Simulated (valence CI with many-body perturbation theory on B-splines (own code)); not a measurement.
Pr⁵⁴⁺ in three bases

Calculated by valence CI with perturbative core correlation (CI+MBPT): three valence electrons over a frozen Dirac-Fock core [He], a basis of 9 s, 9 p, 8 d, 6 f, 3 g, 1 h functions for each j, with the one-electron correlation potential Σ1 (screened to all orders), the two-electron term Σ2, the three-electron term Σ3, Breit, model QED; selected single and double excitations, second order for the rest, scaled by the run's own slope (own B-spline code, finite nucleus).

The last digits are not significant, and no measured levels were compared; by estimate large intervals hold to a few tenths of a per cent, small ones and those within an open d or f shell to about a per cent.

The reference run has the lowest level (2s^2 2p1/2) J=1/2 and an ionisation energy of 11257.0 eV. Its largest variational space holds 9340 state functions.

Levels are named by their leading jj configuration (3d3/2^4 stands for four electrons in 3d with j = 3/2), which in mixed levels can hold well under half, so a name can repeat and another be missing. Letters in brackets count levels of one name in rising energy.

Changed runs:
A. basis 6 s, 6 p, 5 d, 3 f, 1 g
B. basis 5 s, 5 p, 4 d, 2 f

Excitation energies of the reference run in cm⁻¹, and shifts in cm⁻¹:

| Level | Reference | A | B |
| --- | --- | --- | --- |
| (2s 2p1/2^2) J=1/2 | 1510320 | -87 | -171 |
| (2s^2 2p3/2) J=3/2 | 4269430 | +15 | -37 |
| (2s 2p1/2 2p3/2) J=3/2 [a] | 5322610 | -166 | -550 |
| (2s 2p1/2 2p3/2) J=5/2 | 5600730 | +43 | -45 |
| (2s 2p1/2 2p3/2) J=1/2 | 6042020 | +32 | +90 |
| (2s 2p1/2 2p3/2) J=3/2 [b] | 6049370 | +106 | +288 |
| (2p1/2^2 2p3/2) J=3/2 | 7648010 | -43 | -14 |
| (2s 2p3/2^2) J=5/2 | 9737520 | -37 | -267 |
| (2s 2p3/2^2) J=1/2 | 10399600 | +20 | +163 |
| (2s 2p3/2^2) J=3/2 | 10407400 | +94 | +234 |
| (2p1/2 2p3/2^2) J=3/2 | 11627400 | -97 | -328 |
| (2p1/2 2p3/2^2) J=5/2 | 11795700 | +93 | +172 |
| Ionisation energy (eV) | 11257.0 | -0.0061 | -0.058 |
